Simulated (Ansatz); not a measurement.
Reaction (formal exchange of groups at a Ge–C bond): `FC[CH2][GeH2][F]` + `BCS` → `[BH2][GeH2][F]` + `FCCCS`

Isolated molecules relaxed with PBE0-D4/def2-TZVP in Ansatz; ΔE leaves out vibrations. CBS: MP2 limit from def2 TZ/QZ plus the TZ coupled-cluster correction, frozen cores. Functionals use def2-TZVPP. B3LYP here is the variant with VWN-RPA as its local correlation; programs differ in this. For Ge outer-core shells are correlated without core-valence functions, which leaves a few kJ/mol of doubt a bond. Scalar relativity is left out up to krypton. Each species was taken in one conformer, which may not be the lowest.

| level | ΔE (kcal/mol) | difference from CCSD(T)/CBS |
| --- | --- | --- |
| PBE-D4 | 8.7 | -0.2 |
| r2SCAN-D4 | 9.4 | 0.5 |
| PBE0-D4 | 8.8 | -0.1 |
| B3LYP-D4 | 8.9 | 0.0 |
| ωB97X-V | 8.7 | -0.2 |
| ωB97M-V | 9.7 | 0.8 |
| B2PLYP | 9.5 | 0.6 |
| PBE | 9.0 | 0.1 |
| r2SCAN | 9.5 | 0.6 |
| PBE0 | 9.0 | 0.1 |
| B3LYP | 9.3 | 0.4 |
| HF/def2-TZVPP | 8.6 | -0.3 |
| MP2/def2-TZVPP | 10.1 | 1.2 |
| SCS-MP2/def2-TZVPP | 9.4 | 0.5 |
| CCSD/def2-TZVPP | 8.7 | -0.2 |
| CCSD(T)/def2-TZVPP | 8.8 | -0.1 |
| HF/def2-QZVPP | 8.7 | -0.2 |
| MP2/def2-QZVPP | 10.2 | 1.3 |
| SCS-MP2/def2-QZVPP | 9.6 | 0.7 |
| HF/CBS(def2) | 8.8 | -0.1 |
| MP2/CBS(def2) | 10.2 | 1.3 |
| CCSD/CBS(def2) | 8.8 | -0.1 |
| CCSD(T)/CBS | 8.9 | 0 |

Largest T1 diagnostic among the species: 0.012.
